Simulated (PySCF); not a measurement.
Constitutional and geometric isomers with formula CH9NSi2. All species are isolated molecules in the gas phase. One relaxed conformer stands for each flexible species; it need not be the lowest. Strings in code marks are SMILES.

All values below come from PBE-D3(BJ)/def2-TZVP // PBE0-D4/def2-TZVP in PySCF. All candidates: neutral, multiplicity 1. Excitations are Tamm–Dancoff values on a coarser integration grid. The basis has no diffuse functions, so Rydberg states are missing or too high.

| Item | Result |
|---|---|
| HOMO | -5.79 eV |
| T1 excitation (TDA) | 4.91 eV |
| HOMO–LUMO gap | 5.10 eV |

### Question
Which member has these values?
(A) `NC[SiH2][SiH3]`
(B) `[SiH3]CN[SiH3]` (Si–C–N–Si torsion 155°)
(C) `C[Si@@H](N)[SiH3]`
(D) `C[SiH2]N[SiH3]` (C–Si–N–Si torsion 75°)

### Answer
C, `C[Si@@H](N)[SiH3]`. The others give `C[SiH2]N[SiH3]` (C–Si–N–Si torsion 75°): -6.04 eV, 5.21 eV, 5.38 eV; `[SiH3]CN[SiH3]` (Si–C–N–Si torsion 155°): -5.52 eV, 4.74 eV, 4.88 eV; `NC[SiH2][SiH3]`: -5.58 eV, 4.86 eV, 4.97 eV
